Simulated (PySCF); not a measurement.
## A ladder of Hamiltonians for Ge²²⁺ (germanium, charge +22)

Occupied: 1s1/2, 2s1/2, 2p1/2, 2p3/2. Hartree-Fock calculated with PySCF 2.14 in an uncontracted even-tempered set (17 s from 1.9 bohr⁻², ratio 2.7; 12 p from 2.3 bohr⁻², ratio 2.7), Gaussian nucleus throughout. NR is non-relativistic, sf-X2C the spin-free one-electron X2C Hamiltonian, X2C adds the bare one-electron spin-orbit term, X2C-SNSO screens it by Boettger's factors, DC is four-component Dirac-Coulomb, and the Gaunt and Breit terms are added at first order (total energies over the DC spinors, levels after relaxing the spinors in that mean field). QED terms are absent. Levels marked empty are virtual spinors of this ion.

```tsv
level (eV)	NR	sf-X2C	X2C	X2C-SNSO
1s1/2	-11996.5	-12153.6	-12153.4	-12153.5
2s1/2	-2331.5	-2370.8	-2370.8	-2370.8
2p1/2	-2180.5	-2191.8	-2216.1	-2214.6
2p3/2	-2180.5	-2191.8	-2180.2	-2180.9
3s1/2 (empty)	-868.58	-879.32	-879.32	-879.32
3p1/2 (empty)	-822.71	-826.90	-832.34	-831.99
3p3/2 (empty)	-822.71	-826.90	-824.29	-824.45
```

**Question.** Where do the four-component calculations put these levels?

**Answer.** 1s1/2: DC -12159.6, DC+Gaunt -12144.1, DC+Breit -12145.0; 2s1/2: DC -2371.4, DC+Gaunt -2370.1, DC+Breit -2370.1; 2p1/2: DC -2214.7, DC+Gaunt -2212.4, DC+Breit -2212.6; 2p3/2: DC -2181.3, DC+Gaunt -2179.6, DC+Breit -2179.9; 3s1/2 (empty): DC -879.45, DC+Gaunt -879.13, DC+Breit -879.16; 3p1/2 (empty): DC -832.03, DC+Gaunt -831.49, DC+Breit -831.57; 3p3/2 (empty): DC -824.53, DC+Gaunt -824.15, DC+Breit -824.24 (eV).

| Hamiltonian | E (hartree) | E − E(DC) (hartree) | CPU seconds |
| --- | --- | --- | --- |
| NR | -1782.9424 | 21.0496 | 0.33 |
| sf-X2C | -1803.6028 | 0.3892 | 0.18 |
| X2C | -1803.6850 | 0.3071 | 0.23 |
| X2C-SNSO | -1803.6749 | 0.3172 | 0.23 |
| DC | -1803.9921 | 0.0000 | 11 |
| DC+Gaunt | -1803.0526 | 0.9395 | 19 |
| DC+Breit | -1803.1320 | 0.8601 | 56 |

Weight of the small component: 1s1/2 0.0134, 2s1/2 0.00271, 2p1/2 0.00266, 2p3/2 0.00262, 3s1/2 0.000930, 3p1/2 0.000903, 3p3/2 0.000893.

Koopmans' value for the highest occupied level at DC+Breit: 2179.9 eV, against an ionisation energy of 2178.2 ± 0.4 eV (measured; NIST Atomic Spectra Database, ionization energies); the former lacks relaxation, correlation, QED and recoil.

The whole ladder took 89 s of wall time on 1 thread of Neoverse-N1 (shared host), launched as `OMP_NUM_THREADS=1 python relrun2.py TASK.json OUT` (a driver that calls PySCF for each Hamiltonian).

Dirac-Coulomb iterations, started from the X2C spinors:

```
with_ssss True, with_gaunt False, with_breit False
light speed = 137.03599967994
init E= -1802.18253095567
cycle= 1 E= -1803.99201339608  delta_E= -1.81  |g|= 0.279  |ddm|= 0.0274
cycle= 2 E= -1803.99206031668  delta_E= -4.69e-05  |g|= 0.00493  |ddm|= 0.00179
cycle= 3 E= -1803.99206049336  delta_E= -1.77e-07  |g|= 0.000328  |ddm|= 0.000153
cycle= 4 E= -1803.99206049418  delta_E= -8.25e-10  |g|= 1.56e-06  |ddm|= 8.84e-06
```
